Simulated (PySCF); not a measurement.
trimethyl amine (C3H9N), singlet, geometry from GFN2-xTB. Base run: PySCF with PBE0/STO-3G.

PySCF was given this input:
```python
from pyscf import gto, scf, dft

mol = gto.Mole()
mol.atom = '''
    N    -0.002618    0.000139    0.374017
    C    -0.001522    1.379708   -0.063000
    C     1.196270   -0.688189   -0.053850
    C    -1.193436   -0.691589   -0.070576
    H     0.006020    1.479589   -1.160829
    H     0.879371    1.880142    0.336681
    H    -0.889343    1.877626    0.324302
    H     1.290874   -0.738616   -1.151014
    H     1.184940   -1.703467    0.340147
    H     2.067122   -0.170420    0.345754
    H    -1.272530   -0.742262   -1.168955
    H    -2.071266   -0.176308    0.316790
    H    -1.184734   -1.706838    0.323562
'''
mol.basis = 'sto-3g'
mol.charge = 0
mol.spin = 0
mol.verbose = 4
mol.build()

mf = dft.RKS(mol)
mf.xc = 'pbe0'
mf.kernel()
mo_i, mo_e, stable_i, stable_e = mf.stability(internal=True, external=True, return_status=True, nroots=6, tol=1e-6)
print('internally stable:', stable_i, ' externally stable:', stable_e)
if not stable_e:
    umf = mf.to_uhf() if not hasattr(mf, 'xc') else mf.to_uks()
    umf.scf_summary = {}
    umf.kernel(umf.make_rdm1(mo_e, umf.mo_occ))
```

The bond that is stretched is that between atoms 7 and 2. A test that says stable can miss a lower solution.

Variants of this job, named by their change:

```
change       ΔE vs base (kcal/mol)  <S^2>  E after following the instability (Eh)  <S^2> there  HOMO-LUMO gap (eV)   stability test says
-----------  ---------------------  -----  --------------------------------------  -----------  ------------------  --------------------
base                         0.000  0.000                                       -            -               13.73                stable
bond × 1.25                  21.26  0.000                                       -            -               10.87                stable
bond × 1.5                   61.49  0.000                                       -            -                7.65                stable
bond × 1.8                   108.4  0.000                              -171.96779         0.00                5.43  external instability
bond × 2.2                   155.2  0.000                              -171.89315         0.00                3.73  external instability
bond × 3.0                   200.5  0.000                              -171.92182         1.00                1.66  external instability
```

Where a bond breaks into two radicals, a solution with restricted orbitals usually stops being the lowest and lies too high; an unrestricted one lies lower at the price of spin contamination, which <S^2> shows.
